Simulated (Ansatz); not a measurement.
Consider the ligand exchange at a Ge–N bond: `F[Si](F)(Cl)[NH][GeH2][Cl]` + H₂S → `[SH][GeH2][Cl]` + `N[Si](F)(F)Cl`.

Computed with Ansatz on PBE0-D4/def2-TZVP structures; ΔE is electronic, products minus reactants. CCSD(T)/CBS adds triple-zeta CCSD(T) − MP2 to the extrapolated MP2 energy (def2 sets, frozen cores). This one scheme is used for every species. DFT in def2-TZVPP. B3LYP here is the variant with VWN-RPA as its local correlation; programs differ in this. For Ge outer-core shells are correlated without core-valence functions, which leaves a few kJ/mol of doubt a bond. Scalar relativity is left out up to krypton. Each species was taken in one conformer, which may not be the lowest.

```
             level  ΔE (kcal/mol)  difference from CCSD(T)/CBS
          B3LYP-D4           -6.4                         -0.7
           ωB97X-V           -6.0                         -0.3
           ωB97M-V           -6.3                         -0.6
            B2PLYP           -7.2                         -1.5
            r2SCAN           -8.3                         -2.6
     HF/def2-TZVPP           -6.9                         -1.2
SCS-MP2/def2-TZVPP           -4.9                          0.8
SCS-MP2/def2-QZVPP           -5.4                          0.3
     MP2/CBS(def2)           -6.1                         -0.4
    CCSD/CBS(def2)           -5.8                         -0.1
       CCSD(T)/CBS           -5.7                            0
```

Largest T1 diagnostic among the species: 0.011.

In def2-TZVPP, CCSD(T) changes the Hartree–Fock value by +2.0 kcal/mol (the triples alone add +0.1 kcal/mol) and MP2 by +1.6 kcal/mol. The D4 term adds +2.4 kcal/mol with B3LYP and +1.4 kcal/mol with PBE0; it sums over pairs of atoms, weighted by their polarisabilities, and B3LYP, whose exchange is more repulsive, gets the larger term.
